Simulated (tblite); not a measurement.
Compound: C8H8FP.
Bonds: F1–C2, C2–C3 (aromatic), C3–C4 (aromatic), C4–C5 (aromatic), C5–C6 (aromatic), C6–C7 (aromatic), C7–P8, P8–C9, C9–C10, C2–C7 (aromatic), P8–C10. Hydrogens: H11 on C3; H12 on C4; H13 on C5; H14 on C6; H15, H16 on C9; H17, H18 on C10.

The geometry is computed with GFN2-xTB (gas phase).

Some entries are withheld. Bonds in one row agree within 0.01 Å.

```
             coordinate    value
                  F1–C2  1.351 Å
                  C2–C3  1.381 Å
                  C3–C4        ?
                  C4–C5        ?
                  C5–C6  1.383 Å
                  C6–C7        ?
                  C7–P8  1.842 Å
          P8–C9, P8–C10  1.843 Å
                 C9–C10  1.505 Å
                  C2–C7  1.388 Å
                 C3–H11  1.079 Å
                 C4–H12  1.079 Å
                 C5–H13  1.080 Å
                 C6–H14  1.081 Å
C9–H15 and 3 like bonds  1.082 Å
               F1–C2–C3   119.1°
               F1–C2–C7        ?
               C3–C2–C7        ?
               C2–C3–C4   118.7°
               C3–C4–C5   120.1°
               C4–C5–C6   120.2°
               C5–C6–C7   120.7°
               C6–C7–P8   122.0°
               C2–C7–C6        ?
               C2–C7–P8   120.2°
               C7–P8–C9    98.5°
              C9–P8–C10    48.2°
              P8–C9–C10    66.0°
```

Question: Estimate the withheld lengths and angles.

Answer: 
- C3–C4 = 1.385 Å, aromatic (both ends aromatic CH carbon); 0.08 Å below the sum of covalent radii, 1.46 Å.
- C4–C5 = 1.385 Å, aromatic (both ends aromatic CH carbon); 0.07 Å below the sum of covalent radii, 1.46 Å.
- C6–C7 = 1.390 Å, aromatic (aromatic CH carbon to substituted aromatic carbon); 0.07 Å below the sum of covalent radii, 1.46 Å.
- F1–C2–C7 = 118.4°, at the aromatic C–F carbon; the outer atoms are 2.353 Å apart.
- C3–C2–C7 = 122.5°, at the aromatic C–F carbon, inside a 6-membered ring; the outer atoms are 2.428 Å apart.
- C2–C7–C6 = 117.7°, at the substituted aromatic carbon, inside a 6-membered ring; the outer atoms are 2.378 Å apart.

Radii are Cordero's, carbon taken as 0.76, 0.73 or 0.69 Å for four, three, and two or fewer neighbours.

Its GFN2-xTB frequencies are all real (lowest 46 cm⁻¹). One conformer, not necessarily the lowest (C6–C7–P8–C9 -114°). 3 starts were optimised and ended at 0.00, 0.00 and 0.72 kcal/mol (GFN2-xTB); the lowest of these is shown.
